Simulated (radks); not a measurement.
Polarisability of neutral bromine, [Ar] 3d10 4s2 4p5, at imaginary frequency. All-electron calculation, non-relativistic Kohn-Sham, LB94 model potential, spin-polarised, spherical densities, point nucleus; open shells are filled with parallel spins first. Program: a radial shooting solver on a logarithmic mesh with Libxc functionals. Response by self-consistent Sternheimer equations with the Hartree and adiabatic LDA kernel.

w (hartree),alpha1(iw) (bohr^3)
0.00266,20.44
0.0143,20.42
0.0360,20.32
0.0697,19.99
0.118,19.21
0.186,17.71
0.280,15.30
0.413,12.11
0.605,8.645
0.892,5.497
1.35,3.099
2.12,1.553
3.59,0.6945
6.94,0.2641
17.5,0.06366

Static values: alpha1 = 20.44 bohr^3 (3.029 angstrom^3; uncoupled 31.39). C6 = 162.2, triple-dipole C9 = 2394 atomic units. One-pole (London) frequency 4 C6 / (3 alpha1^2) = 0.518 hartree, against 0.462 for minus the highest occupied eigenvalue. Recommended static value: 21 bohr^3 (Schwerdtfeger and Nagle, 2023 table).
